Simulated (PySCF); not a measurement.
CH₅F₂NOSi, SMILES N[Si@](O)(F)CF.

Coordinates come from a B3LYP-D3(BJ)/def2-SVP optimisation. The structure was generated by enumeration; whether it is a known compound was not checked. One conformer was computed; it need not be the lowest.

The numbers are results of PySCF with HF/def2-TZVP, not measurements.

The molecule is in vacuum.

- total energy: -658.23597 hartree
- highest occupied level: -11.78 eV
- lowest empty level: 3.37 eV
- orbital gap: 15.14 eV
- dipole moment: 0.69 D
- quadrupole, principal values (traceless, Buckingham form, about the centre of nuclear charge): -13.20, 1.60, 11.61 D·Å
- mean static polarisability: 40.9 bohr³ (6.06 Å³)
- polarisability, principal values: 37.3, 42.0, 43.4 bohr³
